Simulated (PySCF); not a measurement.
A PySCF script (with the pyscf-properties extension) for the NMR shieldings of SMILES C=N[SiH2][Si@@H](C[SiH3])OC, C3H13NOSi3, on a GFN2-xTB geometry:

```python
import basis_set_exchange as bse
import numpy as np
from pyscf import gto, dft
from pyscf.prop import nmr

atoms = """
C     2.377605   -0.240063    1.660205
N     2.173367    0.404165    0.609310
Si    1.732496    0.005327   -1.003600
Si   -0.506900    0.545546   -1.165230
C    -1.670825   -0.951600   -1.230118
Si   -1.554237   -2.140596    0.242644
O    -1.072248    1.328115    0.145094
C    -0.524550    2.454322    0.759532
H     2.395983   -1.330820    1.730744
H     2.562056    0.296765    2.588563
H     2.019294   -1.375942   -1.434900
H     2.659610    0.882764   -1.727619
H    -0.722773    1.396743   -2.357979
H    -2.698414   -0.601889   -1.319465
H    -1.454604   -1.494842   -2.149336
H    -1.925414   -1.484998    1.496732
H    -2.458175   -3.277347    0.021909
H    -0.182945   -2.657060    0.352693
H    -0.618966    3.329559    0.112252
H     0.533041    2.294993    0.982675
H    -1.072323    2.633801    1.685424
"""
names = dict.fromkeys(["C", "N", "Si", "O", "H"], "pcSseg-1")
basis = {el: gto.basis.parse(bse.get_basis(n, elements=[el], fmt="nwchem")) for el, n in names.items()}
mol = gto.M(atom=atoms, basis=basis, charge=0, verbose=0)
mf = dft.RKS(mol, xc="PBE0")
mf.grids.level = 2
mf.grids.alignment = dft.numint.BLKSIZE   # the property module wants whole blocks of grid points
mf.conv_tol = 1e-9
mf.kernel()

calc = nmr.RKS(mf)   # GIAO
C = mf.mo_coeff
Co = C[:, mf.mo_occ > 0]
resp = mf.gen_response(singlet=True, hermi=2)
def vind(x):   # induced exchange potential for any number of trial vectors
    d = np.einsum("pi,xij,qj->xpq", C, 2 * x.reshape(-1, C.shape[1], Co.shape[1]), Co, optimize=True)
    return np.einsum("xpq,pi,qj->xij", resp(d - d.transpose(0, 2, 1)), C, Co, optimize=True).ravel()
mo1, _ = nmr.rhf.solve_mo1(calc, with_cphf=vind)
sigma = calc.kernel(mo1)
for i, s in enumerate(sigma):   # ppm
    w = np.linalg.eigvalsh((s + s.T) / 2)
    print("%2d %-2s iso %8.1f  s11 %8.1f  s22 %8.1f  s33 %8.1f" % (i, mol.atom_pure_symbol(i), w.mean(), *w))
```

Question: What does it print?

Answer: 
```
 0 C  iso     12.4  s11    -84.4  s22     -6.1  s33    127.8
 1 N  iso   -142.7  s11   -560.8  s22   -174.8  s33    307.5
 2 Si iso    411.6  s11    367.2  s22    383.9  s33    483.7
 3 Si iso    360.8  s11    302.4  s22    343.0  s33    436.9
 4 C  iso    192.1  s11    175.2  s22    194.7  s33    206.3
 5 Si iso    426.7  s11    403.2  s22    408.6  s33    468.3
 6 O  iso    336.6  s11    292.3  s22    355.5  s33    361.9
 7 C  iso    132.8  s11    105.5  s22    107.6  s33    185.5
 8 H  iso     22.9  s11     20.6  s22     22.7  s33     25.5
 9 H  iso     23.0  s11     21.7  s22     22.5  s33     24.8
10 H  iso     26.6  s11     23.7  s22     25.5  s33     30.6
11 H  iso     26.3  s11     23.7  s22     24.8  s33     30.3
12 H  iso     26.1  s11     23.4  s22     24.0  s33     30.9
13 H  iso     31.2  s11     26.5  s22     28.4  s33     38.7
14 H  iso     32.4  s11     27.7  s22     29.0  s33     40.5
15 H  iso     27.8  s11     24.2  s22     26.8  s33     32.2
16 H  iso     27.6  s11     23.9  s22     25.2  s33     33.7
17 H  iso     27.8  s11     24.1  s22     27.2  s33     32.2
18 H  iso     28.1  s11     24.1  s22     25.5  s33     34.8
19 H  iso     27.4  s11     22.2  s22     27.8  s33     32.1
20 H  iso     28.0  s11     23.7  s22     25.5  s33     34.8
```

These numbers come from an equivalent density-fitted implementation of the same equations, which agrees with the script to about 0.01 ppm for H and up to a few tenths of a ppm for heavy atoms, so last digits may differ.

Question: Turn these shieldings into chemical shifts. Chemical shifts δ = σref − σ; 13C (σ = 186.93 ppm) and 29Si (σ = 349.16 ppm) and 1H (σ = 31.72 ppm) against TMS; 15N (σ = 267.73 ppm) against NH3; 17O (σ = 336.08 ppm) vs H2O, all at this level.

Answer: Averaging equivalent atoms: C 0: 174.5; C 7: 54.1; C 4: -5.1; N 1: 410.4; Si 3: -11.6; Si 2: -62.5; Si 5: -77.6; O 6: -0.5; H 8: 8.80; H 9: 8.72; H 12: 5.61; H 11: 5.46; H 10: 5.15; H 15/16/17: 3.98; H 18/19/20: 3.90; H 13: 0.50; H 14: -0.66 ppm. Experimental scales use liquid or dissolved standards, which lie at an offset from isolated NH3 (liquid NH3: subtract about 20 ppm) and H2O (liquid H2O: subtract about 36 ppm). Unscaled 15N shifts of sp2 nitrogen come out 20 to 40 ppm too high even then.

Size and cost of the density-fitted run: 222 basis functions, 87 s wall time on 1 thread of an Arm Neoverse N1, shared host; peak memory 0.94 GiB.
